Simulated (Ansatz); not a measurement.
System: CHO, net charge 1, singlet state. It need not be the lowest isomer of its formula. 
Coordinates optimised at B3LYP-D3(BJ)/def2-TZVP (Ansatz, a first-principles code):
```xyz
3

H      0.0000     0.0000    -1.3920
O      0.0000     0.0000    -0.3951
C      0.0000     0.0000     0.7587
```
Charge +1, spin multiplicity 1.

Basis-set convergence of Hartree-Fock and CCSD(T) correlation energies (hartree) with Ansatz. Correlated levels leave the core frozen unless marked. No spin-orbit coupling. Non-relativistic.

| basis | functions | E(HF) | E(corr, CCSD(T)) |
|---|---|---|---|
| def2-SVP | 33 | -112.82562 | -0.30202 |
| def2-TZVPP | 76 | -112.96514 | -0.36672 |
| def2-QZVPP | 144 | -112.97013 | -0.39036 |

Extrapolating the two largest sets (X = 3 and 4) as X^-3: E(corr) = (64·(-0.39036) - 27·(-0.36672))/37 = -0.4076 Eh, an estimate of the basis-set limit. The largest set recovers 95.8 % of it, the smallest 74.1 %.
